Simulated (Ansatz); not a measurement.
C2H6BFSi, SMILES `B/C=C(\F)[SiH3]`, relaxed with RKS PBE-D4/def2-SVP in Ansatz from a rough embedded geometry. The force threshold is 0.03 eV/Å; the program also tests the step.

Total charge 0; spin multiplicity 1.

Start:

```xyz
11

B    -0.575   -1.299    1.752
C     0.184   -0.593    0.663
C    -0.431    0.229   -0.177
F    -1.729    0.588   -0.139
Si    0.549    1.075   -1.541
H    -0.037   -2.033    2.555
H    -1.752   -1.108    1.947
H     1.248   -0.752    0.569
H     0.520    2.544   -1.344
H     1.997    0.659   -1.457
H     0.027    0.690   -2.828
```

(1) By how much does the energy fall, and how many steps does the optimiser take? (An estimate is asked.)

(2) Which bonds change most? (Estimate.)

(3) Give the relaxed structure. (An estimate is asked.)

Answers

(1) The calculation gave: 23.86 kJ/mol, in 5 steps.

(2) Ansatz gave: Si5–H11 from 1.441 to 1.502 Å; B1–C2 from 1.503 to 1.541 Å; C2–C3 from 1.326 to 1.363 Å; C3–Si5 from 1.881 to 1.909 Å.

(3) The calculation gave: 
```xyz
11

B    -0.631   -1.325    1.847
C     0.179   -0.629    0.735
C    -0.336    0.239   -0.180
F    -1.647    0.560   -0.160
Si    0.595    1.126   -1.591
H    -0.071   -2.092    2.608
H    -1.822   -1.124    1.975
H     1.261   -0.815    0.618
H     0.466    2.611   -1.402
H     2.036    0.710   -1.548
H    -0.031    0.740   -2.900
```
